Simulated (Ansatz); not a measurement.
The same path of a periodic cell of 63 atoms, GaSi62 (host Si, host structure diamond, dopant Ga, one Si atom removed), cell charge +2 was run twice with different band settings. Lost on the way: Si1–Ga2, Ga2–Si4, Ga2–Si16. Made: Ga2–Si3, Ga2–Si25, Ga2–Si47.

Method: DFT LDA, scalar-relativistic, plane waves, PAW in Ansatz. Settings: PAW set soft_1, cutoff 420 eV, k mesh 1x1x1, gaussian smearing 0.02 eV, spin collinear.

Relaxed end points:

```xyz
63
Lattice="10.8600 0.0000 0.0000 0.0000 10.8600 0.0000 0.0000 0.0000 10.8600" Properties=species:S:1:pos:R:3
Si 5.413 -0.015 -0.080
Ga 6.679 1.250 1.471
Si 9.510 4.085 1.368
Si 8.229 -0.015 2.735
Si 9.520 1.358 4.097
Si -0.004 0.019 0.010
Si 1.361 1.356 1.365
Si 2.720 2.726 -0.004
Si 4.054 4.094 1.361
Si 5.452 5.424 0.011
Si 6.783 6.796 1.366
Si 8.153 8.156 -0.004
Si 9.523 9.485 1.362
Si 2.734 0.013 2.709
Si 4.081 1.373 4.068
Si 5.414 2.800 2.737
Si 6.786 4.096 4.095
Si 8.139 5.430 2.704
Si 9.522 6.789 4.070
Si 5.441 0.013 5.413
Si 6.782 1.356 6.786
Si 8.153 2.726 5.428
Si 9.499 4.075 6.790
Si 8.139 0.018 8.151
Si 9.509 1.355 9.497
Si -0.016 5.419 -0.009
Si 1.351 6.781 1.362
Si 2.713 8.142 0.002
Si 4.080 9.515 1.349
Si -0.006 2.708 2.703
Si 1.355 4.092 4.069
Si 2.715 5.452 2.711
Si 4.076 6.802 4.070
Si 5.438 8.167 2.708
Si 6.799 9.513 4.066
Si 0.023 0.010 5.435
Si 1.350 1.359 6.799
Si 2.713 2.720 5.440
Si 4.083 4.093 6.797
Si 5.437 5.454 5.434
Si 6.786 6.783 6.797
Si 8.147 8.144 5.438
Si 9.523 9.511 6.793
Si 2.716 0.010 8.128
Si 4.052 1.360 9.488
Si 5.450 2.709 8.157
Si 6.797 4.068 9.511
Si 8.152 5.416 8.164
Si 9.496 6.791 9.507
Si 0.024 8.146 2.711
Si 1.371 9.511 4.070
Si 0.005 5.437 5.430
Si 1.361 6.792 6.790
Si 2.722 8.154 5.427
Si 4.079 9.511 6.779
Si -0.015 2.729 8.163
Si 1.357 4.074 9.508
Si 2.722 5.436 8.147
Si 4.083 6.785 9.489
Si 5.438 8.146 8.127
Si 6.785 9.487 9.485
Si 0.003 8.150 8.145
Si 1.356 9.511 9.486
```

```xyz
63
Lattice="10.8600 0.0000 0.0000 0.0000 10.8600 0.0000 0.0000 0.0000 10.8600" Properties=species:S:1:pos:R:3
Si 5.429 -0.001 -0.001
Ga 8.263 2.833 -0.118
Si 9.523 4.093 1.438
Si 8.146 -0.001 2.716
Si 9.485 1.367 4.064
Si 0.021 -0.016 -0.003
Si 1.353 1.352 1.363
Si 2.713 2.722 -0.007
Si 4.081 4.055 1.348
Si 5.414 5.451 -0.003
Si 6.782 6.783 1.363
Si 8.152 8.143 -0.007
Si 9.485 9.511 1.348
Si 2.716 0.004 2.711
Si 4.090 1.349 4.055
Si 5.429 2.716 2.716
Si 6.797 4.055 4.064
Si 8.148 5.451 2.731
Si 9.496 6.790 4.091
Si 5.434 0.004 5.429
Si 6.782 1.352 6.792
Si 8.152 2.722 5.432
Si 9.495 4.065 6.805
Si 8.148 -0.016 8.124
Si 9.523 1.277 9.482
Si -0.006 5.424 0.010
Si 1.365 6.795 1.356
Si 2.725 8.155 -0.004
Si 4.090 9.520 1.366
Si 0.021 2.718 2.731
Si 1.360 4.066 4.091
Si 2.720 5.423 2.731
Si 4.071 6.784 4.074
Si 5.434 8.146 2.711
Si 6.779 9.520 4.055
Si -0.007 -0.016 5.425
Si 1.365 1.359 6.780
Si 2.725 2.719 5.420
Si 4.054 4.066 6.785
Si 5.414 5.423 5.425
Si 6.789 6.795 6.780
Si 8.149 8.155 5.420
Si 9.496 9.484 6.785
Si 2.720 -0.016 8.152
Si 4.081 1.367 9.520
Si 5.414 2.718 8.124
Si 6.707 4.093 9.482
Si 8.135 5.424 8.151
Si 9.495 6.770 9.510
Si -0.007 8.150 2.731
Si 1.354 9.501 4.074
Si -0.004 5.426 5.439
Si 1.352 6.782 6.793
Si 2.715 8.145 5.430
Si 4.071 9.501 6.791
Si -0.006 2.705 8.151
Si 1.340 4.065 9.510
Si 2.706 5.426 8.149
Si 4.054 6.790 9.509
Si 5.414 8.150 8.152
Si 6.797 9.511 9.520
Si -0.004 8.136 8.149
Si 1.360 9.484 9.509
```

Common settings: climbing image yes; spring 5.0 eV/Å²; optimiser quadratic models (default); force threshold 0.05 eV/Å; end points relaxed.

| run | movable images | start path | iteration limit | theory |
| --- | --- | --- | --- | --- |
| 1 | 5 | straight line | 38 | DFT LDA, scalar-relativistic, plane waves, PAW PAW set soft_1, cutoff 420 eV, k mesh 1x1x1, gaussian smearing 0.02 eV, spin collinear |
| 2 | 3 | default | 50 | DFT LDA, scalar-relativistic, plane waves, PAW PAW set soft_1, cutoff 300 eV, k mesh 1x1x1, gaussian smearing 0.02 eV, spin collinear |

Task: What does each run give, and how far can it be trusted?

Result: Run 1: converged after 5 iterations, highest image 0.311 eV above the first end. By the program's own check the climbing image is a first-order saddle point (lowest curvatures found: -0.72 and 1.28 eV/Å²).
Run 2: converged after 4 iterations, highest image 0.310 eV above the first end. The order of the point at the top wasn't checked. The plane-wave cutoff is below what these datasets need, so energies and pressures aren't converged.
Limits of this set-up: coarse k mesh, PAW files made for another functional, a typed lattice constant that wasn't relaxed here, charged cell in a uniform background, uncorrected.
